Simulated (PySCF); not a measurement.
## Relaxation of singlet H₂GeS

These are results of PBE0/[Ge def2-TZVP, S def2-TZVP, H def2-TZVP], no relativity, density fitting, PySCF, not measurements. A (50,194) grid was used.

A hand-made trigonal planar start, of C2v symmetry, held to at least that symmetry:

```xyz
4
charge 0 multiplicity 1, angstrom
Ge    0.2966    0.5137    0.0000
S    -0.7285   -1.2617    0.0000
H     1.8265    0.5137    0.0000
H    -0.4685    1.8387    0.0000
```

Optimiser trace:
| step | E − E(last) (kJ/mol) | largest gradient (Eh/bohr) |
| --- | --- | --- |
| 0 | 4.66 | 0.02121 |
| 1 | 0.81 | 0.00371 |
| 2 | 0.00 | 0.00099 |
| 3 | 0.00 | 0.00014 |

It ends at C2v with Ge–H 1.540 Å (×2), Ge–S 2.021 Å; H–Ge–H 111.0°, H–Ge–S 124.5° (×2) (after a last refinement on a finer grid). A frequency run shows a minimum. Other isomers or separated fragments may lie lower.

Final geometry:
```xyz
4
charge 0 multiplicity 1, angstrom
Ge    0.2912    0.5044    0.0000
S    -0.7193   -1.2458    0.0000
H     1.8265    0.6247    0.0000
H    -0.3723    1.8941    0.0000
```

The relaxation took of the order of 12 core-seconds on a shared host.
